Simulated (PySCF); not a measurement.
FH₂InSe₂, SMILES [F][In]([SeH])[SeH]. The structure is a stationary point at PBE-D3(BJ)/def2-SVP. The structure was generated by enumeration; whether it is a known compound was not checked. The def2 effective core potentials stand for the cores of In; spin–orbit coupling is left out. Other conformers were not sampled.

Give the equilibrium geometry at PBE-D3(BJ)/def2-SVP (PySCF confirms it by a frequency run) as Cartesian coordinates in Å, and its point group. (Estimate from the structure and the level; the computed values follow.)

This is not unique; one that fits is point group Cs.
```xyz
6

In     0.4413     0.0024     0.0000
F      2.4222    -0.0605     0.0000
Se    -0.6686    -2.2683     0.0000
H      0.6830    -2.8889     0.0000
Se    -0.5718     2.3153     0.0000
H     -1.9320     1.7135     0.0000
```
